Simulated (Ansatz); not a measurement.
Gas-phase reaction in SMILES: S[Si](S)(Cl)Cl -> [S][Si](S)(Cl)Cl + H atom (the H-S bond at the site shown breaks; other sites are not compared here)
Each molecule is optimised on its own at B3LYP-D3(BJ)/def2-TZVP (Ansatz, a first-principles code), one conformer each, not searched for the lowest.
Geometry of the first species:
SMILES: S[Si](S)(Cl)Cl
```xyz
7

S      1.8872     0.0742    -0.9528
Si    -0.0040     0.0035     0.0024
S     -1.1892    -1.4799    -0.9477
Cl     0.1202    -0.4107     2.0125
Cl    -0.7777     1.8926    -0.1880
H      2.1641    -1.2148    -0.6822
H     -2.0997    -1.5372     0.0415
```
Charge 0, spin multiplicity 1.

Quantity: bond dissociation energy (electronic energy difference), in kcal/mol. Cores are frozen in the correlated levels unless marked. UHF or UKS for open shells. Spin-orbit coupling is left out. No relativistic terms. CBS marks a two-point X^-3 extrapolation of the correlation energy; Hartree-Fock from the larger set. The bracket is a focal-point correction in the basis named.

| level | program | bond dissociation energy (kcal/mol) |
|---|---|---|
| HF/STO-3G | Ansatz | 86.1 |
| HF/cc-pV(Q+d)Z | Ansatz | 69.4 |
| r2SCAN-D4/def2-TZVPD | Ansatz + dftd4 | 88.9 |
| B3LYP-D4/def2-TZVPD | Ansatz + dftd4 | 90.0 |
| HSE06-D4/def2-TZVPD | Ansatz + dftd4 | 89.7 |
| wB97M-V/def2-TZVPD | Ansatz | 93.8 |
| B2GP-PLYP-D4/def2-TZVPD | Ansatz + dftd4 | 91.1 |
| B2PLYP/def2-TZVPD | Ansatz | 90.4 |
| SCS-MP2/cc-pV(D+d)Z | Ansatz | 89.4 |
| SCS-MP2/cc-pV(Q+d)Z | Ansatz | 95.6 |
| CCSD/6-31G | Ansatz | 73.8 |
| CCSD(T)/cc-pV(Q+d)Z | Ansatz | 93.8 |
| CCSD(T) with core electrons (1s frozen past Ne)/cc-pwCVTZ | Ansatz | 92.8 |
| RI-MP2/CBS(cc-pV(T+d)Z,cc-pV(Q+d)Z)+[CCSD(T)-MP2]/cc-pV(Q+d)Z | Ansatz | 94.7 |
| CCSD(T)/CBS(cc-pV(T+d)Z,cc-pV(Q+d)Z) | Ansatz | 94.6 |
